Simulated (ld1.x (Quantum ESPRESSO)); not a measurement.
Values are calculated unless marked as measured or tabulated.
## Potentials for lithium compared

Generated with ld1.x 7.5 (TM, RRKJ, ultrasoft, PAW), atompaw 4.2 or ONCVPSP 4.0.1. The cutoff is in Ry: for ld1.x and atompaw files where the sum of valence levels is converged to 10 mRy in a Bessel basis, for ONCV files where the hardest occupied wave has 1 mHa per electron of residual kinetic energy. The error is the largest all-electron minus pseudo excitation energy over each file’s own four to seven test configurations (ionisations up to +4, promotions, holes and added fractions of an electron), all of which were solved. The labels leave out finer settings (local radius, basis sizes, second energies), which also bear on the numbers. Spin-polarised tests are not counted. The rows are a selection from randomly drawn settings: files with unsolved tests, undetermined cutoffs or missed reference levels are left out.

| potential | cutoff (Ry) | largest error (meV) | bound ghosts |
| --- | --- | --- | --- |
| TM, PBEsol, scalar-relativistic, rc 3.15/4.20/3.30 (spd), local s, core correction no, reference 2s1 2p0 | 6 | -3.3 | none |
| TM, PBE, scalar-relativistic, rc 2.10/4.20/4.00 (spd), local s, core correction yes, reference 2s0.5 2p0.5 | 6 | +2.7 | none |

Q: Fill in the row for Li: ultrasoft, LDA (PZ), scalar-relativistic, rc 2.85/4.20/5.64 (spd), local smoothed, core correction no, reference 2s0.5 2p0.

A: cutoff 6 Ry, largest error +6.8 meV, bound ghosts: none.

Q: Fill in the row for Li: PAW, revPBE, non-relativistic, rc 0.95/3.20/2.65 (spd), local smoothed, core correction no, reference 1s2 2s0 2p0.

A: cutoff 50 Ry, largest error -104 meV, bound ghosts: none.

Q: Fill in the row for Li: TM, PBEsol, scalar-relativistic, rc 3.50/4.20 (sp), local smoothed, core correction no, reference 2s1 2p0.

A: cutoff 6 Ry, largest error -4.0 meV, bound ghosts: none.
